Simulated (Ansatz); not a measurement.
System: LiCl, net charge 0, singlet state. SMILES: [Li][Cl]
Structure (B3LYP-D3(BJ)/def2-TZVP (Ansatz, a program for electronic structure) minimum search):
```xyz
2

Li     0.0000     0.0000    -1.7146
Cl     0.0000     0.0000     0.3026
```

Atomisation energy built up term by term with Ansatz (kcal/mol; UHF references for open shells; valence terms freeze the core; atomic spin-orbit terms are left out; no core correlation term is included; no scalar relativity (X2C) term is included). Basis-set limits of correlation are two-point, X^-3; Hartree-Fock from the larger set.

```
term                                     basis  kcal/mol
----------------  ----------------------------  --------
Hartree-Fock                       def2-QZVPPD     83.59
CCSD correlation  CBS(def2-TZVPPD,def2-QZVPPD)     27.66
(T)               CBS(def2-TZVPPD,def2-QZVPPD)      2.20
sum: De                                            113.5
```

(T) makes 1.9 % of the CCSD(T) atomisation energy; under 5 % is typical of single-reference molecules.
